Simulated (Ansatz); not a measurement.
Basis-set series for C₂H₇BOSi, SMILES `CC1B[SiH2]O1`. The species carries charge 0 and has multiplicity 1. All single points use the PBE0-D4/def2-TZVP geometry.

```csv
functional,basis,functions,energy (Eh),HOMO (eV),LUMO (eV)
PBE0-D4,def2-SVP,109,-469.39964,-7.52,-2.27
PBE0-D4,def2-QZVPP,508,-469.72910,-7.51,-2.32
ωB97M-V,def2-SVP,109,-469.61799,-9.66,-0.20
ωB97M-V,def2-QZVPP,508,-469.95554,-9.68,-0.37
```

Task: Give the rows for def2-TZVPP. (Estimate.)

Result: Computed: 
```csv
functional,basis,functions,energy (Eh),HOMO (eV),LUMO (eV)
PBE0-D4,def2-TZVPP,264,-469.70878,-7.50,-2.30
ωB97M-V,def2-TZVPP,264,-469.93649,-9.66,-0.32
```
